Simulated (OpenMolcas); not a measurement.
## Exact exchange and the HOMO–LUMO gap of SiF4 (silicon tetrafluoride)

SiF4 has 5 atoms, charge 0, and is taken as a singlet. SMILES: `F[Si](F)(F)F`. The coordinates come from a PBE0-D4/def2-TZVP relaxation.

The HOMO–LUMO gap y, in eV, basis 6-311+G(d,p); a is the functional's share of exact exchange. Programs: OpenMolcas 26.06.

| functional | program | a | y (eV) |
| --- | --- | --- | --- |
| BLYP | OpenMolcas | 0 | 9.32 |
| PBE | OpenMolcas | 0 | 9.42 |
| B3LYP | OpenMolcas | 0.2 | ? |
| PBE0 | OpenMolcas | 0.25 | 12.43 |
| BHLYP | OpenMolcas | 0.5 | 15.09 |

Task: Fit y = c + s·a to the known rows and predict B3LYP.

Result: 
1. Means of the 4 rows: a = 0.1875, y = 11.565.
2. Σ(Δa)² = 0.17188, Σ(Δa·Δy) = 1.9787, so the slope is 1.9787/0.17188 = 11.512.
3. Intercept: 11.565 − (11.512) × 0.1875 = 9.406. The largest residual of the fit is 0.15.
4. B3LYP: 9.406 + (11.512) × 0.2 = 11.71 eV.

The run gave 11.74 eV, so the prediction is off by -0.03 eV, within the largest residual. Exact exchange lowers occupied levels and raises empty ones.
